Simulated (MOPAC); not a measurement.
MOPAC input (AM1):

```
AM1 1SCF CHARGE=1 GEO-OK AUX(PRECISION=9) THREADS=1
BrSi

Si   -0.00000000 1   -0.00000000 1   -1.60880547 1
Br    0.00000000 1    0.00000000 1    0.64352219 1
```

### Question
What heat of formation does the run end on, and which ionisation energy by Koopmans theorem?

### Answer
225.95 kcal/mol; 15.58 eV.
